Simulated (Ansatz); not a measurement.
Al2NO4H5⁺, that is [(OH)2Al]2NH with one electron fewer. Total charge 1; doublet. Geometry B3LYP-D4/def2-SVP, that of the neutral singlet; atoms count from 1.

Cartesian coordinates in Å:
```
Al -0.754 0.419 -0.871
O -0.364 0.332 -2.545
O -2.445 0.602 -0.612
N 0.474 1.121 0.356
Al 0.931 -0.403 1.061
O -0.177 -1.274 -0.017
O 1.851 -1.270 2.175
H 0.505 0.560 -2.883
H -2.800 0.994 0.189
H 0.738 2.083 0.514
H -0.451 -2.176 -0.195
H 2.492 -0.986 2.829
```

Question: Estimate the Mulliken populations from the PBE0/def2-TZVP orbitals of Ansatz.

Answer: 
```csv
atom,charge (e),spin (α − β)
Al1,0.56,-0.07
O2,-0.46,0.14
O3,-0.46,0.14
N4,-0.23,0.79
Al5,0.78,0.00
O6,-0.45,0.02
O7,-0.45,0.01
H8,0.34,0.00
H9,0.34,0.00
H10,0.30,-0.02
H11,0.39,0.00
H12,0.36,0.00
```
Mulliken values depend strongly on the basis.

Question: Where does the spin sit?

Answer: Summed by element: Al -0.07, O 0.31, N 0.79, H -0.03, of 1 unpaired in all. Largest on single atoms: N4 0.79, O3 0.14, O2 0.14.

Question: And the Mayer bond orders between heavy atoms (over 0.3)?

Answer: Al1–O2 1.23 (1.72 Å); Al1–O3 1.23 (1.72 Å); Al1–N4 0.74 (1.87 Å); Al1–O6 0.51 (1.98 Å); N4–Al5 0.98 (1.74 Å); Al5–O6 0.90 (1.77 Å); Al5–O7 1.38 (1.68 Å).
